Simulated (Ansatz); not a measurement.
The cluster Zn₂OF₂⁻. Charge -1, multiplicity 2. Geometry PBE0-D4/def2-SVP, that of the neutral singlet; atoms count from 1.

```xyz
5

Zn   -1.093    0.366   -1.108
Zn    0.938   -0.504    1.193
O    -0.570   -0.505    0.312
F     2.406   -0.555    2.116
F    -1.681    1.197   -2.513
```

The highest occupied level of the charge -1 doublet lies above zero (up to 0.86 eV). By energy differences its removal costs 0.66 eV (vertical, to the charge 0 singlet, at PBE0-D4/def2-TZVPD); a positive level beside a positive removal energy at the same level points to self-interaction error. The structure comes from a short search, and lower isomers may exist.

**Question.** Estimate the Mulliken populations from the PBE0/def2-TZVPD orbitals of Ansatz.

**Answer.** 
```csv
atom,charge (e),spin (α − β),d electrons
Zn1,-0.28,1.00,9.97
Zn2,-0.28,1.00,9.97
O3,0.36,-0.61,–
F4,-0.40,-0.19,–
F5,-0.40,-0.19,–
```
Mulliken values and Mayer orders depend strongly on the basis. With diffuse functions, as here, like atoms can get unlike values, and bond orders can come out too low or too high.

**Question.** Where does the spin sit?

**Answer.** Summed by element: Zn 1.99, O -0.61, F -0.38, of 1 unpaired in all. Largest on single atoms: Zn1 1.00, Zn2 1.00, O3 -0.61.
